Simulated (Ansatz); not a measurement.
One change: `N[SiH](O)Br` becomes `C[SiH2][SiH](N)O`.

Ansatz, PBE0-D4/def2-TZVP geometries, multiplicity 1. Each molecule was computed in one conformer, which needn't be the lowest.

Scalar relativity is left out up to krypton.

```tsv
property	`N[SiH](O)Br`
size of the dipole moment (B3LYP/def2-TZVPP) / D	2.59
HOMO–LUMO gap (PBE/def2-TZVPP) / eV	6.33
size of the dipole moment (PBE/def2-TZVPP) / D	2.57
HOMO energy (ωB97M-V/def2-TZVPP) / eV	-10.36
HOMO–LUMO gap (B3LYP/def2-TZVPP) / eV	8.05
LUMO energy (B3LYP/def2-TZVPP) / eV	0.31
```

Q: Give the same properties after the change, and the shifts. (Estimate.)

A: Ansatz gave: 
```csv
property,`C[SiH2][SiH](N)O`,shift
size of the dipole moment (B3LYP/def2-TZVPP) / D,1.80,-0.79
HOMO–LUMO gap (PBE/def2-TZVPP) / eV,5.36,-0.97
size of the dipole moment (PBE/def2-TZVPP) / D,1.77,-0.80
HOMO energy (ωB97M-V/def2-TZVPP) / eV,-9.45,0.91
HOMO–LUMO gap (B3LYP/def2-TZVPP) / eV,7.04,-1.01
LUMO energy (B3LYP/def2-TZVPP) / eV,-0.03,-0.34
```

With PBE0 the HOMO rises by 0.71 eV and the LUMO falls by 0.47 eV, so the gap narrows by about 1.18 eV. PBE moves the HOMO by 0.55 eV and ωB97M-V by 0.91 eV. Dipoles are sizes alone; their direction can turn.

B3LYP here is the variant with VWN-RPA as its local correlation; programs differ in this.

Spin–orbit coupling is left out; it splits and shifts lone-pair levels of the heavy atoms by tenths of an eV.
